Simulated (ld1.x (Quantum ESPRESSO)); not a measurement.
Te: variants of one TM semilocal potential

Base potential:

* Element: Te (Z = 52)
* Generator: ld1.x (Quantum ESPRESSO) 7.5
* Type: norm-conserving Troullier–Martins (semilocal form)
* Functional: PW91
* Relativity: scalar-relativistic
* Frozen core: [Kr]
* Valence charge: 16
* Reference configuration: 4d10 5s2 5p4
* Partial waves: 5s (bound): rc 1.45 bohr; 5p (bound): rc 2.20 bohr; 4f channel at 0.05 Ry: rc 2.20 bohr; 4d (bound): rc 1.05 bohr
* Local potential: the d channel
* Core correction: a·sin(br)/r model core, default radius (core density twice the valence density)

Cutoffs, loose and tight: the cutoffs (Ry, on a coarse ladder) from which the occupation-weighted sum of valence levels, in a spherical-Bessel basis at the reference potential, stays within 10 and 1 mRy of its value at 400 Ry. They do not see the model core or the augmentation charge, which bear on the density cutoff. Test errors are all-electron minus pseudo excitation energies from the reference, over the configurations 4d10 5s2 5p3; 4d10 5s2 5p2; 4d10 5s2 5p1; 4d10 5s1 5p5; 4d9 5s2 5p5; 4d10 5s2 5p3.5; 4d10 5s2 5p0. A dash means not determined; rows that change the core or the reference have their own tests.

In the semilocal form every listed channel keeps its own potential, so the choice of the local channel does not act on these tests. It acts once the file is put into the separable form.

A semilocal file is local in each channel, so a ghost entry of none says nothing of the separable form that plane-wave codes build from it.

The default core radius of the base comes out at 0.58 bohr.

On the changes marked as counting shells twice: ld1.x takes every shell without a wave as core, so the model core holds the marked electrons as well and exchange and correlation see them twice. This cancels in the reference configuration, but the file is broken for other ones, and its errors say nothing about a proper core correction.

| change | outcome | cutoff, loose | cutoff, tight | bound ghosts | largest test error (meV) |
| --- | --- | --- | --- | --- | --- |
| base | generated | 120 Ry | 200 Ry | none | -252 |
| wave 4f channel at 0.05 Ry: rc 2.20 bohr becomes 4f channel at 0.13 Ry: rc 2.20 bohr | generated | 120 Ry | 200 Ry | none | -252 |
| wave 5p (bound): rc 2.20 bohr becomes 5p (bound): rc 1.94 bohr | generated | 120 Ry | 200 Ry | none | -245 |
| functional BLYP | generated | 120 Ry | 200 Ry | none | -245 |
| wave 5s (bound): rc 1.45 bohr becomes 5s (bound): rc 1.40 bohr | generated | 120 Ry | 200 Ry | none | -218 |
| core correction a·sin(br)/r model core inside 1.18 bohr | generated | 120 Ry | 200 Ry | none | -237 |
| core [Ar] 3d10 4s2, valence charge 22; reference 4p6 4d10 5s2 5p4; waves now 5s (bound): rc 1.80 bohr; 4p (bound): rc 1.45 bohr; 4f channel at 0.05 Ry: rc 1.95 bohr; 4d (bound): rc 1.40 bohr; core correction Bessel-smoothed model core inside 1.35 bohr (5p counted twice) | generated, misses its reference levels by 0.87 eV | 100 Ry | 160 Ry | none | -5795 |
| wave 4f channel at 0.05 Ry: rc 2.20 bohr becomes 4f channel at 0.05 Ry: rc 2.34 bohr | generated | 120 Ry | 200 Ry | none | -252 |

Q: What comes out with this change to the base: form changed from semilocal to separable (Kleinman–Bylander), still TM; local potential the s channel?

A: outcome: generated; cutoff, loose: 120 Ry; cutoff, tight: 200 Ry; bound ghosts: none; largest test error (meV): -421.
